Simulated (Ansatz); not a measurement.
`[NH2][GeH2][NH2]` + `N[SiH](F)F` → `[NH2][GeH2][Si](N)(F)F` + NH₃  (formal exchange of groups at a Ge–N bond)

Isolated molecules relaxed with PBE0-D4/def2-TZVP in Ansatz; ΔE leaves out vibrations. CCSD(T)/CBS is the MP2 limit (def2-TZVPP, def2-QZVPP) plus CCSD(T) − MP2 in def2-TZVPP, frozen cores. This one scheme is used for every species. DFT in def2-TZVPP. B3LYP here is the variant with VWN-RPA as its local correlation; programs differ in this. For Ge outer-core shells are correlated without core-valence functions, which leaves a few kJ/mol of doubt a bond. Scalar relativity is left out up to krypton. One conformer a species, not always the lowest.

```csv
level,ΔE (kJ/mol),difference from CCSD(T)/CBS
PBE-D4,-5.7,-18.9
r2SCAN-D4,7.3,-5.9
PBE0-D4,0.5,-12.7
B3LYP-D4,5.4,-7.8
ωB97X-V,11.5,-1.7
ωB97M-V,11.5,-1.7
B2PLYP,16.8,3.6
PBE,-1.2,-14.4
r2SCAN,8.7,-4.5
PBE0,4.8,-8.4
B3LYP,12.5,-0.7
HF/def2-TZVPP,34.1,20.9
MP2/def2-TZVPP,21.4,8.2
SCS-MP2/def2-TZVPP,24.8,11.6
CCSD/def2-TZVPP,18.4,5.2
CCSD(T)/def2-TZVPP,16.3,3.1
HF/def2-QZVPP,34.9,21.7
MP2/def2-QZVPP,19.9,6.7
SCS-MP2/def2-QZVPP,23.7,10.5
HF/CBS(def2),35.0,21.8
MP2/CBS(def2),18.3,5.1
CCSD/CBS(def2),15.3,2.1
CCSD(T)/CBS,13.2,0
```

Largest T1 diagnostic among the species: 0.012.

From PBE to PBE0 (25 % exact exchange), in def2-TZVPP and without D4, ΔE moves by +6.1 kJ/mol. In def2-TZVPP, CCSD(T) changes the Hartree–Fock value by −17.8 kJ/mol (the triples alone add −2.1 kJ/mol) and MP2 by −12.7 kJ/mol. The D4 term adds −7.2 kJ/mol with B3LYP and −4.3 kJ/mol with PBE0; it sums over pairs of atoms, weighted by their polarisabilities, and B3LYP, whose exchange is more repulsive, gets the larger term.
